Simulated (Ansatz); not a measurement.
Gas-phase electronic energies from Ansatz, PBE0-D4/def2-TZVP geometries. CBS: MP2 limit from def2 TZ/QZ plus the TZ coupled-cluster correction, frozen cores. This one scheme is used for every species, atoms too. Functionals use def2-TZVPP. B3LYP here is the variant with VWN-RPA as its local correlation; programs differ in this. No spin–orbit coupling; open shells (•) take unrestricted orbitals. Spin–orbit coupling would lower the free atoms: a little for B, C, S; strongly for Te. Elements past krypton have def2 core potentials. Bonds to Te are less sure, by a few kJ/mol each and by 10 to 20 or more in all where they break to atoms, as the def2 sets lack core-valence functions. Each species was taken in one conformer, which may not be the lowest.

Reaction (atomization): `CSB[TeH]` → B• + C• + 5 H• + S• + Te•

```tsv
level	ΔE (kJ/mol)
r2SCAN-D4	3009.7
BLYP	2932.8
B3LYP	2953.9
CCSD/def2-SVP	2771.9
SCS-MP2/def2-TZVPP	2925.9
CCSD(T)/def2-TZVPP	2907.3
HF/def2-QZVPP	2186.0
HF/CBS(def2)	2186.4
```

Question: What does CCSD(T)/CBS give? (An estimate is asked.)

Answer: Computed: +2991.0 kJ/mol. The listed levels differ from it by 18.7, -58.2, -37.1, -219.1, -65.1, -83.7, -805.0, -804.6 kJ/mol.

Largest T1 diagnostic among the species: 0.014.

From BLYP to BHLYP (50 % exact exchange), in def2-TZVPP and without D4, ΔE moves by −48.0 kJ/mol: exact exchange takes away binding that semilocal exchange gives to molecules. Leaving LDA and LC-ωPBE aside and taking each functional with its dispersion term where it has one, the values, not all of them listed here, spread over 139.8 kJ/mol, from BHLYP-D4 to PBE-D4. LDA lies +393.2 kJ/mol from PBE without D4, its usual overbinding.

For atomizations the MP2-based limit and the directly extrapolated one differ by several kJ/mol either way, and by 10 to 25 for some Ge, Se and Sn compounds, so smaller differences from it don't rank the levels.
